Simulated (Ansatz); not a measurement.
Isolated molecules relaxed with PBE0-D4/def2-TZVP in Ansatz; ΔE leaves out vibrations. CCSD(T)/CBS is the MP2 limit (def2-TZVPP, def2-QZVPP) plus CCSD(T) − MP2 in def2-TZVPP, frozen cores. Functionals use def2-TZVPP. B3LYP here is the variant with VWN-RPA as its local correlation; programs differ in this. Elements past krypton have def2 core potentials. For Ga, Sn outer-core shells are correlated without core-valence functions, which leaves a few kJ/mol of doubt a bond. Scalar relativity is left out up to krypton. Each species was taken in one conformer, which may not be the lowest.

Consider the formal exchange of groups at the Sn–N bond: `[NH2][GaH][NH][SnH3]` + `FC[SiH3]` → `FC[SiH2][SnH3]` + `[NH2][GaH][NH2]`.

Is it downhill or uphill in electronic energy at CCSD(T)/CBS, and by how much? (An estimate is asked.)

Computed: Downhill: ΔE = -4.9 kcal/mol.

What do these levels give: PBE-D4, B3LYP-D4, ωB97X-V, ωB97M-V, B2PLYP, PBE, r2SCAN, B3LYP, HF/def2-TZVPP, MP2/def2-TZVPP, HF/def2-QZVPP, SCS-MP2/def2-QZVPP? (An estimate is asked.)

Ansatz gave: PBE-D4 -8.8, B3LYP-D4 -6.0, ωB97X-V -5.8, ωB97M-V -6.2, B2PLYP -5.2, PBE -9.2, r2SCAN -7.3, B3LYP -6.7, HF/def2-TZVPP -3.7, MP2/def2-TZVPP -3.8, HF/def2-QZVPP -3.4, SCS-MP2/def2-QZVPP -3.1 kcal/mol.

Largest T1 diagnostic among the species: 0.014.
